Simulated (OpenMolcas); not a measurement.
# Computed transition rates of Ar⁴⁺

```yaml
Program: OpenMolcas 26.06
Method: "MS-RASPT2, IPEA 0.25 Eh, imaginary shift 0.1 Eh (closed shells correlated: 2s 2p)"
Basis: ANO-RCC-VQZP [6s5p3d2f1g]
Scalar_Hamiltonian: DKH2, point nucleus
Active_space: 4 electrons in 9 orbitals (RAS2 3s 3p; RAS3 3d, at most 2 electrons)
State_averaging: 2S+1 = 3 even, 6 roots; 2S+1 = 1 even, 12 roots; 2S+1 = 5 odd, 1 root; 2S+1 = 3 odd, 9 roots; 2S+1 = 1 odd, 8 roots
Spin-orbit_coupling: state interaction with AMFI integrals over the reference wave functions, term energies averaged over their components
```

Rates come from the transition moments of the reference wave functions (E1 and E2 in the length form). At fixed line strength A goes as λ^-3 for E1 and M1 and as λ^-5 for E2, so a rate at the computed wavelength can be rescaled to the measured one. Measured vacuum wavelengths follow from level energies in Saloman, J. Phys. Chem. Ref. Data 39, 033101 (2010). Branching counts decays inside the model space alone, at computed energies, and the table is only a selection of the E2 and M1 lines, drawn from those between levels with measured partners whose computed energy lies within a factor of 1.5 of the measured one.

```json
{"Upper": "3s² 3p² ¹S₀", "Lower": "3s² 3p² ³P₁", "Type": "M1", "λ computed (nm)": "267.1", "λ measured (nm)": "269.2", "A computed (s-1)": "5.67e+00", "A rescaled (s-1)": "", "Branching %": "61.2"}
{"Upper": "3s² 3p² ¹S₀", "Lower": "3s² 3p² ¹D₂", "Type": "E2", "λ computed (nm)": "459.3", "λ measured (nm)": "462.7", "A computed (s-1)": "3.54e+00", "A rescaled (s-1)": "3.41e+00", "Branching %": "38.1"}
{"Upper": "3s² 3p² ¹D₂", "Lower": "3s² 3p² ³P₂", "Type": "M1", "λ computed (nm)": "689", "λ measured (nm)": "700.8", "A computed (s-1)": "4.21e-01", "A rescaled (s-1)": "", "Branching %": "70.2"}
{"Upper": "3s² 3p² ¹D₂", "Lower": "3s² 3p² ³P₁", "Type": "M1", "λ computed (nm)": "638.5", "λ measured (nm)": "643.7", "A computed (s-1)": "1.77e-01", "A rescaled (s-1)": "", "Branching %": "29.5"}
{"Upper": "3s² 3p² ¹S₀", "Lower": "3s² 3p² ³P₂", "Type": "E2", "λ computed (nm)": "275.6", "λ measured (nm)": "278.7", "A computed (s-1)": "6.04e-02", "A rescaled (s-1)": "", "Branching %": "0.7"}
{"Upper": "3s² 3p² ³P₂", "Lower": "3s² 3p² ³P₁", "Type": "M1", "λ computed (nm)": "8726", "λ measured (nm)": "7902", "A computed (s-1)": "2.03e-02", "A rescaled (s-1)": "2.73e-02", "Branching %": "100.0"}
{"Upper": "3s² 3p² ³P₁", "Lower": "3s² 3p² ³P₀", "Type": "M1", "λ computed (nm)": "14840", "λ measured (nm)": "13100", "A computed (s-1)": "5.52e-03", "A rescaled (s-1)": "8.02e-03", "Branching %": "100.0"}
```

Spin-changing lines and M1 lines between different terms are not rescaled, since their strength hangs on the term gaps too.

The largest correction is for 3s² 3p² ³P₁ → 3s² 3p² ³P₀ (M1): 5.52e-03 × (14840 / 13100)^3 = 8.02e-03 s-1, a factor of 1.45.

No measured rate stands beside these. Rescaling mends the energy factor alone: line strengths can still be far off where a level mixes with configurations outside the active space, and weak or spin-changing lines hang on small mixing coefficients that depend on the term gaps too, so rescaling need not improve them.

CASPT2 does not keep the components of a term degenerate, so their means are used; among the terms shown or strongly mixed into the levels shown the widest spread is 16 cm-1 (3s² 3p² ¹D). Active for correlation alone: 3d; no level in the range computed is led by a configuration that fills it, so any true level of that kind is missing. Measured partners are found by configuration, term and J. A level has none where our copy of the source lacks it or the pairing is in doubt (some pairs that miss far off the trend of their configuration count as doubtful). Only configurations of the active space appear.
